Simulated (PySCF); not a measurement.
C4H5F3. Atoms are numbered in the order given.

```xyz
12

C     -1.4189     1.3995     0.0000
C     -0.1850     0.8940     0.0000
C      1.0774     1.6954     0.0000
C      0.0147    -0.5978     0.0000
F      0.7147    -0.9850    -1.0757
F      0.7147    -0.9850     1.0757
F     -1.1281    -1.2819     0.0000
H     -2.2986     0.7535     0.0000
H     -1.5784     2.4805     0.0000
H      1.6877     1.4581    -0.8854
H      0.8599     2.7712     0.0000
H      1.6877     1.4581     0.8854
```

Geometry: PBE0-D3(BJ)/def2-SVP.

Computed with B3LYP/pcSseg-1 run with PySCF.

GIAO shieldings, no solvent; atoms listed in one row are averaged. δ = σ(ref) − σ: ¹³C against TMS (σ = 181.3 ppm); ¹⁹F against CFCl3 (σ = 161.7 ppm); ¹H against TMS (σ = 31.68 ppm), references at their B3LYP-D3(BJ)/def2-TZVP geometries, non-relativistic.

Computed chemical shifts:
```json
[
 {"nucleus": "¹³C", "atoms": "C2", "count": "1", "δ (ppm)": "148.2"},
 {"nucleus": "¹³C", "atoms": "C4", "count": "1", "δ (ppm)": "132.7"},
 {"nucleus": "¹³C", "atoms": "C1", "count": "1", "δ (ppm)": "126.3"},
 {"nucleus": "¹³C", "atoms": "C3", "count": "1", "δ (ppm)": "21.0"},
 {"nucleus": "¹⁹F", "atoms": "F5, F6, F7", "count": "3", "δ (ppm)": "-98.9"},
 {"nucleus": "¹H", "atoms": "H8", "count": "1", "δ (ppm)": "6.08"},
 {"nucleus": "¹H", "atoms": "H9", "count": "1", "δ (ppm)": "5.70"},
 {"nucleus": "¹H", "atoms": "H10, H11, H12", "count": "3", "δ (ppm)": "2.28"}
]
```
